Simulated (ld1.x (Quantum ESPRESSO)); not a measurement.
**Reading a pseudo-wave (Sm (Z = 62))**

Columns: radius, all-electron u(r) and pseudo u(r) of the 5s shell (level -43.32 eV) of samarium in the configuration [Kr] 4d10 4f6 5s2 5p6 5d0 6s2 6p0; PW91, scalar-relativistic, PAW scheme, ld1.x (Quantum ESPRESSO) 7.5.

| r (bohr) | all-electron | pseudo |
| --- | --- | --- |
| 0.160 | 0.3093 | 0.3110 |
| 0.320 | -0.1658 | 0.5984 |
| 0.480 | -0.5272 | 0.8418 |
| 0.640 | -0.1545 | 1.0254 |
| 0.800 | 0.3752 | 1.1407 |
| 0.960 | 0.7601 | 1.1864 |
| 1.120 | 0.9529 | 1.1684 |
| 1.280 | 0.9965 | 1.0985 |
| 1.440 | 0.9460 | 0.9920 |
| 1.600 | 0.8464 | 0.8656 |
| 1.760 | 0.7279 | 0.7344 |
| 1.920 | 0.6089 | 0.6101 |
| 2.080 | 0.4992 | 0.4992 |
| 2.240 | 0.4031 | 0.4031 |
| 2.400 | 0.3218 | 0.3218 |
| 2.560 | 0.2547 | 0.2547 |
| 2.720 | 0.2001 | 0.2001 |
| 2.880 | 0.1564 | 0.1564 |
| 3.040 | 0.1217 | 0.1217 |
| 3.200 | 0.0944 | 0.0944 |
| 3.360 | 0.0730 | 0.0730 |
| 3.520 | 0.0563 | 0.0563 |
| 3.680 | 0.0434 | 0.0434 |
| 3.840 | 0.0334 | 0.0334 |
| 4.000 | 0.0256 | 0.0256 |
| 4.160 | 0.0196 | 0.0196 |

Question: How many radial nodes do the two functions have?

Answer: The all-electron 5s function has n − l − 1 = 4 (the table is too coarse to show those close to the nucleus); the pseudo-wave has 0, since the states of the same l below it are removed with the core.

Question: At about which radius was the pseudo-wave matched?

Answer: 2.10 bohr, where the columns begin to agree (steps of 0.16 bohr).

Question: Is the pseudo-wave norm-conserving?

Answer: No, it belongs to a PAW set: the norm inside the radius is not constrained, and the difference is carried by the augmentation charge.
